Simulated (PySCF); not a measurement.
# C₆ coefficients of unlike pairs at BHandHLYP

Calculated with PySCF 2.14 from the dipole response of each species, C₆(A,B) = (3/π) ∫ α_A(iu) α_B(iu) du, in atomic units, from isotropic polarisabilities. For ions this is the dispersion term alone; charge-induced terms of lower order in 1/R come first.

| species | configuration | basis | relativity | α (bohr³) | C₆ (like pair) |
| --- | --- | --- | --- | --- | --- |
| Rh | [Kr] 4d8 5s1 (4F) | aug-cc-pVTZ-PP with one added diffuse shell each of s, p, d, f, g type with ECP28MDF (7s7p6d4f3g) | core potential | 61.09 | 533.0 |
| Be | [He] 2s2 (1S) | aug-cc-pVTZ with one added diffuse shell each of s, p, d, f type (6s5p4d3f) | none | 43.43 | 261.1 |
| V²⁺ | [Ar] 3d3 (4F) | aug-cc-pVQZ-DK (9s8p6d4f3g2h) | spin-free X2C | 4.314 | 13.02 |

Problem. Estimate C₆ for Be with Rh.

Solution. The integral gives 367.5. The combination rule 2 C_A C_B / (C_A α_B/α_A + C_B α_A/α_B) gives 373.0 and the geometric mean 373.1.

No spin-orbit coupling is included.

The other pairs:

```tsv
pair	C₆
V²⁺, Rh	69.24
V²⁺, Be	42.56
```
